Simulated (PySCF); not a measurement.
C₆ coefficients of unlike pairs at wB97X-V

Calculated with PySCF 2.14 from the dipole response of each species, C₆(A,B) = (3/π) ∫ α_A(iu) α_B(iu) du, in atomic units, from isotropic polarisabilities. For ions this is the dispersion term alone; charge-induced terms of lower order in 1/R come first.

```csv
species,configuration,basis,relativity,α (bohr³),C₆ (like pair)
Al²⁺,[Ne] 3s1 (2S),dyall-acv3z (19s12p6d4f),spin-free X2C,14.36,39.50
Ag⁺,[Kr] 4d10 (1S),def2-QZVPPD with the def2 core potential (28 electrons) (7s5p4d4f2g),core potential,10.09,59.98
Al³⁺,[Ne] (1S),aug-cc-pCVQZ-DK (10s9p7d5f3g),spin-free X2C,0.2747,0.2547
Mg,[Ne] 3s2 (1S),dyall-av3z (20s13p6d4f),none,75.94,688.5
```

(1) Estimate C₆ for Ag⁺ with Al²⁺.

No spin-orbit coupling is included.

The other pairs:

```tsv
pair	C₆
Mg, Al³⁺	5.125
Mg, Ag⁺	151.4
Al³⁺, Ag⁺	3.095
Al³⁺, Al²⁺	1.617
Mg, Al²⁺	160.3
```

Answers

(1) The integral gives 41.95. The combination rule 2 C_A C_B / (C_A α_B/α_A + C_B α_A/α_B) gives 41.89 and the geometric mean 48.67.
